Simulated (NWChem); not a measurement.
Program: NWChem. System: C₂H₆B, charge 0, spin multiplicity 2, at a geometry optimised with UPBE0/def2-SVP. The structure started from a generated list of species. Its SCF solution wasn't tested for a lower state. Level: G0W0@UPBE0/def2-SVPD, RI basis def2-svpd-rifit.

Job file:

```
start mol
memory heap 200 mb stack 700 mb global 1700 mb
geometry units angstroms nocenter noautoz
  C      0.000691     1.403598     0.099028
  B      0.000000     0.000000    -0.559967
  C     -0.000691    -1.403598     0.099028
  H      1.073669     1.671948     0.181237
  H     -0.466499     2.198194    -0.501444
  H     -0.408375     1.423159     1.125953
  H      0.408375    -1.423159     1.125953
  H      0.466499    -2.198194    -0.501444
  H     -1.073669    -1.671948     0.181237
  symmetry group C2
end
basis spherical
  * library def2-svpd
end
basis "ri basis" bse spherical
  * library def2-svpd-rifit
end
dft
  xc pbe0
  odft
  mult 2
  iterations 100
  direct
  tolerances tight
end
task dft energy
gw
  states alpha occ 4 vir 2
  states beta occ 4 vir 2
end
task dft gw
```

Output (cleaned and shortened):

```
             Northwest Computational Chemistry Package (NWChem) 7.3.0
             --------------------------------------------------------

                                NWChem Input Module
                                -------------------

 Scaling coordinates for geometry "geometry" by  1.889725989
 (inverse scale =  0.529177249)

 Turning off AUTOSYM since
 SYMMETRY directive was detected!

                             Geometry "geometry" -> ""
                             -------------------------

 Output coordinates in angstroms (scale by  1.889725989 to convert to a.u.)

  No.       Tag          Charge          X              Y              Z
 ---- ---------------- ---------- -------------- -------------- --------------
    1 C                    6.0000     0.00069100     1.40359800     0.09902800
    2 B                    5.0000     0.00000000     0.00000000    -0.55996700
    3 C                    6.0000    -0.00069100    -1.40359800     0.09902800
    4 H                    1.0000     1.07366900     1.67194800     0.18123700
    5 H                    1.0000    -0.46649900     2.19819400    -0.50144400
    6 H                    1.0000    -0.40837500     1.42315900     1.12595300
    7 H                    1.0000     0.40837500    -1.42315900     1.12595300
    8 H                    1.0000     0.46649900    -2.19819400    -0.50144400
    9 H                    1.0000    -1.07366900    -1.67194800     0.18123700

 Effective nuclear repulsion energy (a.u.)      60.5371437310

            Nuclear Dipole moment (a.u.)
            ----------------------------
        X                 Y               Z
 ---------------- ---------------- ----------------
     0.0000000000     0.0000000000    -0.0000132281

      Symmetry information
      --------------------

 Group name             C2
 Group number              4
 Group order               2
 No. of unique centers     5

      Symmetry unique atoms

     1    2    4    5    6


 Summary of "ao basis" -> "" (spherical)
 ------------------------------------------------------------------------------
       Tag                 Description            Shells   Functions and Types
 ---------------- ------------------------------  ------  ---------------------
 *                         def2-svpd                  on all atoms

 new library libraries.bse/

 Summary of "ri basis" -> "" (spherical)
 ------------------------------------------------------------------------------
       Tag                 Description            Shells   Functions and Types
 ---------------- ------------------------------  ------  ---------------------
 *                      def2-svpd-rifit               on all atoms

                                 NWChem DFT Module
                                 -----------------

 Summary of "ao basis" -> "ao basis" (spherical)
 ------------------------------------------------------------------------------
       Tag                 Description            Shells   Functions and Types
 ---------------- ------------------------------  ------  ---------------------
 C                         def2-svpd                 8       20   4s2p2d
 B                         def2-svpd                 8       20   4s2p2d
 H                         def2-svpd                 4        8   2s2p

 Summary of "ao basis" -> "ao basis" (spherical)
 ------------------------------------------------------------------------------
       Tag                 Description            Shells   Functions and Types
[...]
   alpha     41     42     43     44     45     46     47     48     49     50
    beta     41     42     43     45     44     46     47     48     49     50
 overlap   0.985  0.968  0.998  0.933  0.994  0.865  0.858  0.993  0.989  0.997

   alpha     51     52     53     54     55     56     57     58     59     60
    beta     51     52     53     54     55     56     57     59     58     60
 overlap   0.999  0.994  0.995  0.989  0.998  0.973  1.000  0.970  0.999  0.991

   alpha     61     62     63     64     65     66     67     68     69     70
    beta     61     62     63     64     65     66     67     68     69     70
 overlap   0.999  1.000  0.999  1.000  0.999  0.999  0.997  0.997  1.000  1.000

   alpha     71     72     73     74     75     76     77     78     79     80
    beta     71     72     73     74     75     76     77     78     79     80
 overlap   0.992  0.991  0.995  0.999  0.999  0.995  0.938  0.938  0.992  0.998

   alpha     81     82     83     84     85     86     87     88     89     90
    beta     81     82     83     84     85     86     87     88     89     90
 overlap   0.993  0.999  0.999  0.980  0.978  0.999  1.000  1.000  1.000  1.000

   alpha     91     92     93     94     95     96     97     98     99    100
    beta     91     92     93     94     95     96     97     98     99    100
 overlap   1.000  1.000  0.999  1.000  0.999  1.000  1.000  1.000  1.000  0.999

   alpha    101    102    103    104    105    106    107    108
    beta    101    102    103    104    105    106    108    107
 overlap   0.999  1.000  1.000  1.000  1.000  1.000  1.000  1.000

     --------------------------
     Expectation value of S2:
     --------------------------
      <S2> =      0.7521 (Exact =     0.7500)

 center of mass
 --------------
 x =   0.00000000 y =   0.00000000 z =  -0.09960750

 moments of inertia (a.u.)
 ------------------
         262.261383053005          -1.439812957988          -0.000000000000
          -1.439812957988          34.997138679393           0.000000000000
          -0.000000000000           0.000000000000         249.393280846742

     Multipole analysis of the density
     ---------------------------------

     L   x y z        total         alpha         beta         nuclear
     -   - - -        -----         -----         ----         -------
     0   0 0 0     -0.000000    -12.000000    -11.000000     23.000000

     1   1 0 0     -0.000000     -0.000000      0.000000      0.000000
     1   0 1 0      0.000000     -0.000000      0.000000      0.000000
     1   0 0 1      0.410485      1.124921     -0.714422     -0.000013

     2   2 0 0    -14.775912    -13.598999    -12.155504     10.978590
     2   1 1 0      0.234310     -0.474948     -0.678458      1.387717
     2   1 0 1     -0.000000      0.000000     -0.000000      0.000000
     2   0 2 0    -15.136371    -85.264074    -83.237886    153.365589
     2   0 1 1     -0.000000     -0.000000      0.000000      0.000000
     2   0 0 2    -17.388914    -20.696688    -13.796267     17.104041

 Task  times  cpu:        8.5s     wall:        8.5s

                                NWChem Input Module
                                -------------------

                                 NWChem GW Module
                                 ----------------

                             ***********************
                             ***        GW       ***
                             ***********************

 Summary of "ri basis" -> "ri basis" (spherical)
 ------------------------------------------------------------------------------
       Tag                 Description            Shells   Functions and Types
 ---------------- ------------------------------  ------  ---------------------
 C                      def2-svpd-rifit             20       64   7s6p5d2f
 B                      def2-svpd-rifit             20       64   7s6p5d2f
 H                      def2-svpd-rifit              9       23   4s3p2d

                 Memory Information
                 ------------------
          Available GA per process is          1699.8 MBs
          Available stack per process is        700.0 MBs
          Available heap per process is           0.0 MBs

          Peak memory in Initialization
              Peak GA per process is                  8.3 MBs
              Peak stack per process is               0.1 MBs
              Peak heap per process is                8.4 MBs
              Memory not in MA per process            0.0 MBs

          Peak memory in AFF Calculation
              Peak GA per process is                 50.4 MBs
              Peak stack per process is              37.6 MBs
              Peak heap per process is                0.0 MBs
              Memory not in MA per process           37.6 MBs

          Computing 2-center integrals
          Computing Inverse Cholesky factor
          Computing 3-center integrals
          Computing V_xc ...

          Computing Sigma_x
          Computing RPA polarizability
          Solving quasiparticle equations

                  Alpha Orbitals
          State     Energy (eV)     Error (eV)
          -----------------------------------
@GW         9        -13.532           0.005
@GW        10        -13.295           0.002
@GW        11        -11.529           0.004
@GW        12         -6.863           0.004
@GW        13          1.284           0.005
@GW        14          1.963           0.003

                   Beta Orbitals
          State     Energy (eV)     Error (eV)
          -----------------------------------
@GW         8        -13.758           0.002
@GW         9        -13.401           0.002
@GW        10        -13.240           0.002
@GW        11        -11.338           0.004
@GW        12          0.975           0.004
@GW        13          1.814           0.004

   Applying  -1.8907 eV scissor-shift to rest of particle states

   Applying   2.1375 eV scissor-shift to rest of hole states

   Applying  -2.0287 eV scissor-shift to rest of particle states

   Applying   1.6675 eV scissor-shift to rest of hole states

     GW Timing Statistics
   ------------------------
   Init.   :          0.0s
     ERIs  :          0.9s
     Distr.:          0.0s
     Vxc   :          1.3s
   Sigma_x :          0.0s
   RPA     :          3.1s
   Wmn     :          0.1s
   Sigma_c :          0.0s
   GW total:          5.4s

 Task  times  cpu:        5.4s     wall:        5.4s

 Total times  cpu:       13.9s     wall:       13.9s
```
